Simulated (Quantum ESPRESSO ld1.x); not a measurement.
Values are calculated unless marked as measured or tabulated.
Question: The aim is neutral platinum in [Xe] 4f14 5d9 6s1. What will ld1.x (Quantum ESPRESSO 7.5) do with this input?

```
 &input
    zed=78.0,
    iswitch=1,
    rel=1,
    lsd=1,
    dft='HF',
    config='[Xe] 4f14 5d9 6s1',
    verbosity='high',
    prefix='ld1',
    max_out_wfc=37,
    file_charge='ld1.rho',
 /
```

Answer: Refused. The program stops in ld1_setup with "HF not implemented yet": ld1.x has no Hartree-Fock; KLI and OEP are its exact-exchange options.

Output (excerpt):

```
     Program LD1 v.7.5 starts

 %%%%%%%%%%%%%%%%%%%%%%%%%%%%%%%%%%%%%%%%%%%%%%%%%%%%%%%%%%%%%%%%%%%%%%%%%%%%%%
     Error in routine ld1_setup (1):
     HF not implemented yet
 %%%%%%%%%%%%%%%%%%%%%%%%%%%%%%%%%%%%%%%%%%%%%%%%%%%%%%%%%%%%%%%%%%%%%%%%%%%%%%

     stopping ...
```

Run on one thread of a shared host, so times are rough (Intel(R) Xeon(R) Processor @ 2.60GHz): 0.51 s of CPU time, 0.55 s wall, peak memory 26 MiB.
